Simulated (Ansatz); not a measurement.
Reaction R1 → P1 + P2, each structure at its B3LYP-D3(BJ)/def2-TZVP stationary point, reached from a drawn start (curvature not checked).
P1: H atom, charge 0, multiplicity 2.
R1: H2Zn (SMILES [ZnH2]), charge 0, multiplicity 1.
P2, HZn (SMILES [ZnH]) (charge 0, multiplicity 2, Z-matrix in Å and degrees):
```
Zn
H 1 1.6328
```

P less R. No zero-point or thermal terms; singlets are restricted closed shells; open shells are unrestricted; no spin–orbit coupling. The spin states of the d-block species are the ones drawn and need not be the lowest.

Codes used: Ansatz (Gaussian basis) for Hartree–Fock, density functionals and correlated methods. No computed number here is a measurement.

**Question.** One of these levels gives 2.510 eV for the reaction energy. Name it.
(A) revPBE/def2-TZVPP
(B) SVWN5/def2-TZVPP
(C) HF/def2-QZVPP

**Answer.** C, HF/def2-QZVPP. The others give 3.833 (SVWN5/def2-TZVPP), 3.320 (revPBE/def2-TZVPP)

Ansatz is an electronic-structure program.
